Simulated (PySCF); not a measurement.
A calculated (B97-3, PySCF 2.14, ANO-RCC-VTZP, scalar relativity by spin-free X2C-1e) atom or ion has these occupied shells.

```json
{"shell": "1s α", "electrons": "1", "orbital energy (eV)": "-45029.2", "rms radius, mean of both spins (bohr)": "0.0264"}
{"shell": "1s β", "electrons": "1", "orbital energy (eV)": "-45029.2", "rms radius, mean of both spins (bohr)": "0.0264"}
{"shell": "2s α", "electrons": "1", "orbital energy (eV)": "-7352.3", "rms radius, mean of both spins (bohr)": "0.107"}
{"shell": "2s β", "electrons": "1", "orbital energy (eV)": "-7352.2", "rms radius, mean of both spins (bohr)": "0.107"}
{"shell": "2p α", "electrons": "3", "orbital energy (eV)": "-6573.2", "rms radius, mean of both spins (bohr)": "0.0959"}
{"shell": "2p β", "electrons": "3", "orbital energy (eV)": "-6573.1", "rms radius, mean of both spins (bohr)": "0.0959"}
{"shell": "3s α", "electrons": "1", "orbital energy (eV)": "-1615.4", "rms radius, mean of both spins (bohr)": "0.278"}
{"shell": "3s β", "electrons": "1", "orbital energy (eV)": "-1613.7", "rms radius, mean of both spins (bohr)": "0.278"}
{"shell": "3p α", "electrons": "3", "orbital energy (eV)": "-1368.4", "rms radius, mean of both spins (bohr)": "0.278"}
{"shell": "3p β", "electrons": "3", "orbital energy (eV)": "-1366.7", "rms radius, mean of both spins (bohr)": "0.278"}
{"shell": "3d α", "electrons": "5", "orbital energy (eV)": "-1025.5", "rms radius, mean of both spins (bohr)": "0.256"}
{"shell": "3d β", "electrons": "5", "orbital energy (eV)": "-1023.9", "rms radius, mean of both spins (bohr)": "0.256"}
{"shell": "4s α", "electrons": "1", "orbital energy (eV)": "-326.25", "rms radius, mean of both spins (bohr)": "0.630"}
{"shell": "4s β", "electrons": "1", "orbital energy (eV)": "-321.83", "rms radius, mean of both spins (bohr)": "0.630"}
{"shell": "4p α", "electrons": "3", "orbital energy (eV)": "-244.32", "rms radius, mean of both spins (bohr)": "0.669"}
{"shell": "4p β", "electrons": "3", "orbital energy (eV)": "-239.67", "rms radius, mean of both spins (bohr)": "0.669"}
{"shell": "4d α", "electrons": "5", "orbital energy (eV)": "-127.01", "rms radius, mean of both spins (bohr)": "0.743"}
{"shell": "4d β", "electrons": "5", "orbital energy (eV)": "-121.61", "rms radius, mean of both spins (bohr)": "0.743"}
{"shell": "5s α", "electrons": "1", "orbital energy (eV)": "-42.831", "rms radius, mean of both spins (bohr)": "1.55"}
{"shell": "5s β", "electrons": "1", "orbital energy (eV)": "-40.054", "rms radius, mean of both spins (bohr)": "1.55"}
{"shell": "5p α", "electrons": "3", "orbital energy (eV)": "-22.636", "rms radius, mean of both spins (bohr)": "1.84"}
{"shell": "5p β", "electrons": "3", "orbital energy (eV)": "-20.257", "rms radius, mean of both spins (bohr)": "1.84"}
{"shell": "4f α", "electrons": "5", "orbital energy (eV)": "-3.050", "rms radius, mean of both spins (bohr)": "1.26"}
{"shell": "5d α", "electrons": "2", "orbital energy (eV)": "-1.543", "rms radius, mean of both spins (bohr)": "3.98"}
```

Problem. Name the element and its charge.

Solution. Pm (promethium, neutral), in [Xe] 4f5 5d2, one real determinant (an excited configuration).
